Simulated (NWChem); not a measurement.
Species: GaSiH5; SMILES [SiH3][GaH2]

```xyz
7

Ga     0.0081     0.8682    -0.0038
H     -1.3597     1.6696     0.0149
H      1.3534     1.7060     0.0194
Si     0.0136    -1.5649    -0.0253
H     -0.2737    -2.0658     1.3516
H      1.3205    -2.1407    -0.4491
H     -1.0434    -2.1098    -0.9242
```
Atoms are numbered in this order, from 1.

Results from NWChem. The geometry was optimised at B3LYP/6-31G* (spherical d). Isolated, static molecule.

GIAO at PBE/pcSseg-1: principal shieldings of Si4 are 443.7, 452.5, 467.7 ppm; an isolated tetramethylsilane molecule has σ = 332.9 ppm at the same levels.

Q: Find the isotropic 29Si shift, its principal values, the span and the skew.

A: 
1. σ(iso) = one third of the sum = 454.6 ppm.
2. δ = σ(reference) − σ = -121.7 ppm against tetramethylsilane.
3. δ11, δ22, δ33 = -110.8, -119.6, -134.8 ppm.
4. Span Ω = δ11 − δ33 = 24.0 ppm; skew κ = 3(δ22 − δ(iso))/Ω = 0.27.
